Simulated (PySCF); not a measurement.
Molfile (atoms numbered from 1):
```
BClH8Si3
     RDKit          3D

 13 12  0  0  0  0  0  0  0  0999 V2000
   -2.0984    0.7064    0.0430 Si  0  0  0  0  0  4  0  0  0  0  0  0
   -0.6143   -1.0571    0.5297 Si  0  0  0  0  0  4  0  0  0  0  0  0
    1.3197   -0.7562   -0.7848 Si  0  0  0  0  0  4  0  0  0  0  0  0
    2.2897    0.7089    0.1896 B   0  0  0  0  0  0  0  0  0  0  0  0
    1.6617    2.3407    0.1234 Cl  0  0  0  0  0  0  0  0  0  0  0  0
   -3.2833    0.1737   -0.6978 H   0  0  0  0  0  0  0  0  0  0  0  0
   -2.5723    1.3660    1.2983 H   0  0  0  0  0  0  0  0  0  0  0  0
   -1.4226    1.7278   -0.8124 H   0  0  0  0  0  0  0  0  0  0  0  0
   -1.2619   -2.3776    0.2514 H   0  0  0  0  0  0  0  0  0  0  0  0
   -0.2325   -1.0224    1.9777 H   0  0  0  0  0  0  0  0  0  0  0  0
    2.1083   -2.0229   -0.8868 H   0  0  0  0  0  0  0  0  0  0  0  0
    0.8718   -0.3308   -2.1491 H   0  0  0  0  0  0  0  0  0  0  0  0
    3.2411    0.5338    0.9123 H   0  0  0  0  0  0  0  0  0  0  0  0
  1  2  1  0
  2  3  1  0
  3  4  1  0
  4  5  1  0
  1  6  1  0
  1  7  1  0
  1  8  1  0
  2  9  1  0
  2 10  1  0
  3 11  1  0
  3 12  1  0
  4 13  1  0
M  END
```

Geometry: PBE0-D3(BJ)/def2-SVP; GIAO absolute shieldings from PySCF, gas phase, non-relativistic, averaged over equivalent atoms.

At PBE/pcSseg-1 (153 basis functions, 19 s wall time on 1 thread of an Arm Neoverse V1, shared host):
| atoms | σ (ppm) |
| --- | --- |
| Si3 | 437.1 |
| Si1 | 444.6 |
| Si2 | 460.2 |
| B4 | -4.2 |
| Cl5 | 453.3 |
| H13 | 22.38 |
| H11/H12 | 27.35 |
| H6/H7/H8 | 27.39 |
| H9/H10 | 27.70 |

Q: What do these become at PBE0/aug-cc-pVDZ?

A: 
| atoms | σ at PBE0/aug-cc-pVDZ | change |
| --- | --- | --- |
| Si3 | 504.9 | +67.8 |
| Si1 | 515.2 | +70.6 |
| Si2 | 521.6 | +61.4 |
| B4 | 16.0 | +20.2 |
| Cl5 | 578.1 | +124.8 |
| H13 | 22.34 | -0.04 |
| H11/H12 | 27.44 | +0.09 |
| H6/H7/H8 | 27.49 | +0.10 |
| H9/H10 | 27.84 | +0.14 |

The largest change is at Cl5 (chlorine bonded to B). Cost: 203 basis functions, 26 s wall time on 1 thread of an Arm Neoverse V2, shared host.
